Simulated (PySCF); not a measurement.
NMR problem set

Computed data (PySCF): GIAO PBE0/pcSseg-1 shieldings, coordinates at the GFN2-xTB level. In vacuum, relativity neglected, single conformer, averaged over atoms made equivalent by symmetry, fast rotation or ring inversion.

Chemical shifts δ = σref − σ; TMS for ¹H (31.72 ppm), ¹³C (186.93 ppm), all at this level. Splittings of carbon signals by F and P are missing where no couplings were computed. Where no couplings were computed, multiplicities follow the n + 1 count of equivalent neighbours, and m marks all less simple cases (inequivalent or close neighbours, rings, F or P nearby). Shifts are as computed. Against solution values, carbons near 30 ppm lie about +3 ppm off and those near 130 ppm about +5 ppm. Of 1211 compounds with measured shifts, 218 miss one by over three times the rms of a fit or turn the order of signals round; such compounds aren't used in these exercises.

(1) C₇H₉FNP. ¹H NMR (400 MHz, computed): δ 6.63 (m, 1H), 3.10 (m, 1H), 2.47 (m, 3H), 0.99 (m, 2H), 0.96 (m, 2H). ¹³C{¹H} NMR (computed): δ 196.7, 143.7, 123.4, 28.4, 19.0, 9.6. What is it?

(2) C₈H₉F₃. ¹H NMR (500 MHz, computed): δ 6.58 (m, 1H), 5.75 (d, 1H), 3.24 (m, 2H), 2.22 (m, 2H), 1.10 (t, 3H). ¹³C{¹H} NMR (computed): δ 158.6 (CH), 134.5 (C), 114.5 (CH), 91.5 (C), 86.6 (C), 33.2 (CH2), 30.2 (CH2), 16.8 (CH3). Give a structure.

(3) C₆H₁₀O₄. ¹H NMR (400 MHz, computed): δ 4.45 (t, 2H), 3.87 (s, 3H), 2.84 (t, 2H), 2.08 (s, 3H). ¹³C{¹H} NMR (computed): δ 178.2 (C), 177.2 (C), 63.5 (CH2), 53.7 (CH3), 34.6 (CH2), 23.4 (CH3). Give a structure.

## Answers

(1) `Cc1cn(C2CC2)c(F)p1`. 6 carbon signals for 7 carbons: some carbons are equivalent by symmetry or fast rotation. Carbon types of the structure: 2 × C, 2 × CH, 2 × CH2, 1 × CH3, which accounts for all hydrogens. δC 196.7: aromatic carbon bearing fluorine; the electronegative substituent deshields the carbon that carries it. δC 143.7: substituted aromatic carbon. δC 123.4: aromatic CH next to a ring nitrogen. δH 3.10, 0.99, 0.96: hydrogen on a three-membered-ring carbon.

This is the structure that produced the data.

(2) SMILES FC(CC#C/C=C/CC)(F)F. Rings plus π bonds: 3 (no ring in the answer). 8 carbon signals for 8 carbons: no two carbons are equivalent. Carbon types of the structure: 3 × C, 2 × CH, 2 × CH2, 1 × CH3, which accounts for all hydrogens. δC 158.6, 114.5: alkene CH; an sp2 carbon of a C=C bond. δC 134.5: CF3 carbon; 3 electronegative neighbours deshield it. δC 91.5, 86.6: alkyne carbon; the triple bond shields along its axis, which puts it between sp3 and sp2 carbons. δH 2.22: hydrogen on an allylic sp3 CH2; allylic position.

The shifts were computed for this structure.

(3) `COC(=O)CCOC(C)=O`. Rings plus π bonds: 2 (no ring in the answer). 6 carbon signals for 6 carbons: no two carbons are equivalent. Carbon types of the structure: 2 × C, 2 × CH2, 2 × CH3, which accounts for all hydrogens. δC 178.2, 177.2: ester carbonyl carbon; it is a carbonyl in resonance with an O or N lone pair, the region of acids, esters and amides. δC 63.5: sp3 CH2 bonded to O; the inductive effect lowers its shielding. δC 53.7: methyl carbon bonded to O; pulled downfield by the heteroatom. δC 23.4: methyl carbon α to a carbonyl; the adjacent C=O deshields it moderately.

This is the structure that produced the data.
